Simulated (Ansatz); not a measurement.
C4H12MgSi, singlet, geometry from GFN2-xTB (such geometries of metal compounds can be far from the true shape); CASSCF(4,3)/STO-3G (Ansatz, a first-principles code).

The Ansatz input:
Ansatz 0.2 input:
```yaml
crystal:
  periodic: [false, false, false]
  atoms:
    - {symbol: Mg, position_ang: [-0.55477133, 1.02262125, 1.37609962]}
    - {symbol: C, position_ang: [-1.42393408, 2.96027257, 1.11854421]}
    - {symbol: H, position_ang: [-1.86951751, 3.53983013, 1.92692463]}
    - {symbol: H, position_ang: [-2.20528636, 2.83094752, 0.35763301]}
    - {symbol: H, position_ang: [-0.65668068, 3.59862163, 0.66223611]}
    - {symbol: Si, position_ang: [0.36417373, -0.75100392, -0.16827542]}
    - {symbol: C, position_ang: [-1.17995024, -1.23642944, -1.21785058]}
    - {symbol: C, position_ang: [1.39617788, -2.36945058, 0.03445142]}
    - {symbol: C, position_ang: [1.39959971, 0.38892881, -1.32892741]}
    - {symbol: H, position_ang: [-0.91301507, -1.68455317, -2.17265205]}
    - {symbol: H, position_ang: [-1.80984048, -1.94917715, -0.68886813]}
    - {symbol: H, position_ang: [-1.78611116, -0.35247873, -1.42484609]}
    - {symbol: H, position_ang: [0.85300534, -3.11480923, 0.60925222]}
    - {symbol: H, position_ang: [2.33388571, -2.17760984, 0.54950212]}
    - {symbol: H, position_ang: [1.63586403, -2.80994914, -0.93180063]}
    - {symbol: H, position_ang: [2.33736034, 0.68075522, -0.85802934]}
    - {symbol: H, position_ang: [0.84309566, 1.30310175, -1.54558874]}
    - {symbol: H, position_ang: [1.64470447, -0.08200734, -2.27840858]}
basis:
  gaussian:
    orbitals: STO-3G
hamiltonian:
  xc: hf
magnetization: {spin_polarized: false}
correlation: {active_space: {window: {electrons: 4, orbitals: 3}}}
```

Task: Predict the main parts of the log of this Ansatz run.

Result: 
```
Functional definition: HF
624 factors; integrals over basis functions are off by at most 2.3e-4 eV
mean field evaluation 1: about -17395.1088 eV, gradient 1.9e1 eV
mean field evaluation 2: about -17396.0963 eV, gradient 1.9e1 eV
mean field evaluation 4: about -17398.0292 eV, gradient 1.7e0 eV
mean field evaluation 8: about -17398.0331 eV, gradient 1.5e-4 eV
mean field -17398.03308795 eV, -639.3659231719 hartree, gradient 1.3e-6 eV, S^2 0.000000; 0 other end points of the search recorded, 0 dependent functions left out
reference -17398.03308795 eV, -639.3659231719 hartree; 31, 31 occupied and 19, 19 virtual orbitals, 624 factors
state -17398.46693240 eV, -639.3818666613 hartree
1 active orbitals were swapped for others, from the solution at -17398.35127942 eV, -639.3776164926 hartree to that at -17398.42726570 eV, -639.3804089367 hartree; typed "places" are swapped only where nearly empty or full, and so, without "given_window_search", are "orbital_numbers", "shells" and a window whose orbitals a file names under [Active]
2 active orbitals were swapped for others, from the solution at -17398.42726570 eV, -639.3804089367 hartree to that at -17398.46693240 eV, -639.3818666613 hartree; typed "places" are swapped only where nearly empty or full, and so, without "given_window_search", are "orbital_numbers", "shells" and a window whose orbitals a file names under [Active]
Total energy: -17398.46693240 eV, -639.3818666613 hartree
```
